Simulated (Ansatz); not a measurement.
## Ansatz (development build ahead of 0.2.0) run

```yaml
crystal:
  periodic: [false, false, false]
  atoms:
    - { symbol: Ti, position_ang: [0.0, 0.0, 0.0] }
    - { symbol: Cl, position_ang: [2.31, 0.0, 0.0] }
    - { symbol: Cl, position_ang: [-1.155, 2.00052, 0.0] }
    - { symbol: Cl, position_ang: [-1.155, -2.00052, 0.0] }
basis:
  gaussian: { orbitals: pcseg-2 }
magnetization:
  spin_polarized: true
  initial_magnetization: 1
hamiltonian:
  xc: r2scan
```

The input is written out in the form of the current development build from the run's settings.

The run gave:

* Converged: yes
* Total energy: -2230.21969 hartree
* Spin squared of the determinant: 0.761
* Stability test: minimum

Caution: other spin multiplicities were not run.
